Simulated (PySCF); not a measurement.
SCF from a fresh guess for singlet TlH₂⁺, at the PBE0 minimum. PySCF input:

```python
from pyscf import gto, scf, dft
mol = gto.M(atom='''
Tl     0.000000     0.000000     0.000000
H      0.000000     0.000000     1.660387
H      0.000000    -0.000000    -1.660387''',
    basis={'Tl': 'def2-TZVP', 'H': 'def2-TZVP'},
    ecp={'Tl': 'def2-TZVP'},
    charge=1, spin=0)
mf = dft.RKS(mol, xc='PBE0')
mf.grids.atom_grid = (50, 194)
aux = {'Tl': 'def2-universal-JKFIT', 'H': 'def2-universal-JKFIT'}
mf = mf.density_fit(auxbasis=aux)
mf.conv_tol = 1e-08
mf.diis_space = 10
mf.max_cycle = 60
mf.init_guess = 'minao'
mf.verbose = 4
mf.kernel()
```

Excerpt of the output (cycles and frontier levels):

```
init E= -143.275449786661
  HOMO = -0.723376169912543  LUMO = -0.467912883627829  gap/eV = 6.95151
cycle= 1 E= -173.03931768509  delta_E= -29.8  |g|= 1.33  |ddm|= 9.68
  HOMO = -0.537680202873013  LUMO = -0.213402932828668  gap/eV = 8.82403
cycle= 2 E= -173.050366180162  delta_E= -0.011  |g|= 1.43  |ddm|= 3.82
  HOMO = -0.58282078557318  LUMO = -0.283795295950036  gap/eV = 8.13690
cycle= 3 E= -173.400148395501  delta_E= -0.35  |g|= 0.0102  |ddm|= 1.53
  HOMO = -0.584075926800447  LUMO = -0.283708684787273  gap/eV = 8.17341
cycle= 4 E= -173.400183472848  delta_E= -3.51e-05  |g|= 0.00204  |ddm|= 0.0359
  HOMO = -0.584290817697735  LUMO = -0.284346120882713  gap/eV = 8.16191
cycle= 5 E= -173.400184791504  delta_E= -1.32e-06  |g|= 0.000269  |ddm|= 0.0035
  HOMO = -0.584378628794782  LUMO = -0.284358739984744  gap/eV = 8.16396
cycle= 6 E= -173.400184812505  delta_E= -2.1e-08  |g|= 3.22e-05  |ddm|= 0.000756
  HOMO = -0.584364962136626  LUMO = -0.284358494124905  gap/eV = 8.16359
cycle= 7 E= -173.40018481284  delta_E= -3.35e-10  |g|= 1.69e-06  |ddm|= 7.76e-05
  HOMO = -0.584365832407632  LUMO = -0.284358645790636  gap/eV = 8.16361
Extra cycle  E= -173.40018481284  delta_E= -8.81e-13  |g|= 4.83e-07  |ddm|= 3.31e-06
converged SCF energy = -173.40018481284
```

No lower solution of this spin was found by a stability analysis within the restricted form, which does not test spin polarisation.

No spin–orbit coupling is included, which matters more the heavier the element.

The search for the lowest solution, with the stability check, took 1.1 s on 2 threads of a shared Intel Xeon 6975P-C (Granite Rapids) host, with 62 basis functions; the process peaked at 0.26 GiB. Launch command: `OMP_NUM_THREADS=2 python axn.py task.json out`.
